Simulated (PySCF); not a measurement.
## Fe: ionisation energy

Fe [Ar] 3d6 4s2 (5D) → Fe⁺ [Ar] 3d6 4s1 (6D), as a difference of total energies. Calculation: PySCF 2.14, in cc-pVDZ-DK; the spin-free X2C one-electron Hamiltonian (Gaussian nucleus). Correlated levels: valence: [Ar] frozen. The calculations carry no spin-orbit coupling.

```
           method  ionisation energy (eV)  error (eV)
              UHF                   6.440      -1.464
            B3LYP                   8.044      +0.140
    MP2 (valence)                   7.395      -0.509
SCS-MP2 (valence)                   7.557      -0.347
```

Reference: 7.904 eV (measured; NIST levels, between the centres of gravity of the two terms).

Errors of the correlated levels include the incompleteness of this basis and the frozen core.

MP2 underrates the near-degeneracy of ns² with np² in the lower species.
